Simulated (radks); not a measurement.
Species: Sm. Configuration: [Xe] 4f6 6s2. All-electron calculation, Dirac Kohn-Sham, PBE, spin-unpolarised, spherical densities, point nucleus; open shells fill j = l - 1/2 first. Program: a radial shooting solver on a logarithmic mesh with Libxc functionals.

Normalised radial functions P(r) = r R(r) (large component), r in bohr:

| r | 4d5/2 | 5s1/2 |
|---|---|---|
| 0.001105 | 0.0000 | 0.0429 |
| 0.001757 | 0.0000 | 0.0621 |
| 0.002794 | 0.0001 | 0.0873 |
| 0.004444 | 0.0004 | 0.1171 |
| 0.007068 | 0.0014 | 0.1447 |
| 0.01124 | 0.0051 | 0.1533 |
| 0.01802 | 0.0182 | 0.1110 |
| 0.02866 | 0.0585 | -0.0107 |
| 0.04558 | 0.1669 | -0.1827 |
| 0.0725 | 0.3955 | -0.2337 |
| 0.1153 | 0.6945 | 0.0408 |
| 0.1834 | 0.6945 | 0.3575 |
| 0.2916 | -0.0896 | -0.0169 |
| 0.4676 | -1.1739 | -0.5315 |
| 0.7436 | -1.2017 | 0.1942 |
| 1.183 | -0.4738 | 0.9829 |
| 1.881 | -0.0680 | 0.6391 |
| 2.992 | -0.0025 | 0.1322 |
| 4.758 | 0.0000 | 0.0073 |
| 7.567 | 0.0000 | 0.0001 |
| 12.13 | 0.0000 | 0.0000 |

4d5/2: eigenvalue -126.38 eV, 1 radial node at r = 0.281 bohr, <r> = 0.675 bohr, 90 % of the charge inside 1.02 bohr. 5s1/2: eigenvalue -43.118 eV, 4 radial nodes at r = 0.0278, 0.110, 0.288, 0.686 bohr, <r> = 1.41 bohr, 90 % of the charge inside 2.04 bohr.
